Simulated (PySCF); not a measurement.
Gas-phase reaction: 2 AgF + H₂ ⇌ 2 AgH + 2 F

Energies from PySCF (xtb for GFN2), thermal terms from the rigid-rotor harmonic-oscillator model, ideal gas at 1 bar. † marks an energy on the PBE0/def2-TZVP geometry and frequencies; other levels use their own. Open shells (unrestricted): F (multiplicity 2, electronic degeneracy 6); the rest are closed-shell singlets. GFN2 has no spin-polarisation term. Spin-orbit splitting is ignored; it lowers the true energy and changes the entropy of F. Ag: scalar-relativistic def2 core potential, no spin-orbit coupling. The harmonic model lacks anharmonicity and excited electronic states, which grow with temperature; levels with a mode under 35 cm⁻¹ are left out.

| level | ΔE electronic, kJ | ΔH°(298 K), kJ | ΔS°(298 K), J/K | ΔG°(1000 K), kJ |
|---|---|---|---|---|
| BLYP/def2-TZVP† | 646 | 638 | 128 | 509 |
| GFN2-xTB | 495 | 488 | 124 | 363 |
| M06-2X/def2-TZVP† | 677 | 669 | 128 | 540 |
| PBE0/def2-TZVP | 612 | 604 | 128 | 475 |
| LDA/def2-TZVP† | 724 | 715 | 128 | 586 |
ΔH° is lowest at GFN2-xTB and highest at LDA/def2-TZVP†. No reference value is set beside these.
